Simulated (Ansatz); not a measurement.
ReO3(OH) (ReO4H). Total charge 0; triplet. Geometry PBE-D4/def2-SVP, that of the neutral singlet.

Cartesian coordinates in Å:
```
Re -0.0910 0.2577 -0.3445
O -0.7753 1.8319 -0.2732
O 1.4359 0.3339 -1.1311
O -1.1095 -0.7662 -1.2775
O 0.0859 -0.3858 1.4185
H 0.4540 -1.2715 1.6078
```

In the def2 sets Re takes a core potential; there is no spin–orbit coupling. At PBE0-D4/def2-TZVP a singlet of charge 0 lies 3.86 eV below the triplet at the same geometry.

(1) Estimate the α-spin orbital energies around the gap (eV) in Ansatz with PBE-D4/def2-TZVP, r2SCAN-D4/def2-TZVP, PBE0-D4/def2-TZVP.

Answers

(1) 
```tsv
orbital	PBE-D4/def2-TZVP	r2SCAN-D4/def2-TZVP	PBE0-D4/def2-TZVP
HOMO−5	-9.44	-10.34	-11.93
HOMO−4	-9.16	-9.54	-10.76
HOMO−3	-9.00	-9.32	-10.64
HOMO−2	-8.76	-9.11	-10.26
HOMO−1	-8.69	-9.07	-9.92
HOMO	-3.83	-4.23	-5.60
LUMO	-3.56	-3.61	-2.75
LUMO+1	-2.10	-1.97	-1.24
LUMO+2	-1.52	-1.38	-0.66
LUMO+3	-1.23	-0.99	-0.45
LUMO+4	-1.19	-0.73	-0.21
LUMO+5	0.54	1.28	1.39
β HOMO	-8.15	-8.32	-9.33
β LUMO	-7.82	-7.68	-6.76
```
